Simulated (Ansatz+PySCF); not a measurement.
# sextet CrH: levels of theory in one basis

```xyz
2

Cr    0.0000    0.0000   -0.0612
H     0.0000    0.0000    1.4678
```

Basis set: def2-SVP (spherical functions). Correlated methods keep 5 orbitals frozen. Correlation on ROHF uses semicanonical orbitals with singles. Charge 0, multiplicity 6.

Computed with Ansatz (development build ahead of 0.2.0); each method stands on the lowest determinant of its kind that the runs found. NEVPT2 correlates all electrons. Active spaces start from the frontier orbitals, and the lowest solution found is given.

```csv
method,E − E(ROHF) (eV),<S²> of the determinant
ROHF,0.00,8.75
UHF,-0.21,8.84
ROHF-MP2,-6.33,–
UHF-MP2,-6.49,8.84
ROHF-CCSD,-6.99,–
UHF-CCSD,-7.00,8.84
ROHF-CCSD(T),-7.17,–
UHF-CCSD(T),-7.18,8.84
"CASSCF(7,7)",-0.57,–
```

Question: What does SC-NEVPT2(7,7) give on the same scale?

Answer: -6.59 eV. NEVPT2 here correlates all electrons, so it doesn't share the others' frozen core.

Question: Is a single determinant a sound starting point here?

Answer: By this sign, yes. Unrestricted orbitals gain 0.21 eV and <S²> is 8.84 against 8.75 for a pure state. The CASSCF(7,7) natural occupations are 1.94, 1.00, 1.00, 1.00, 1.00, 1.00, 0.06.
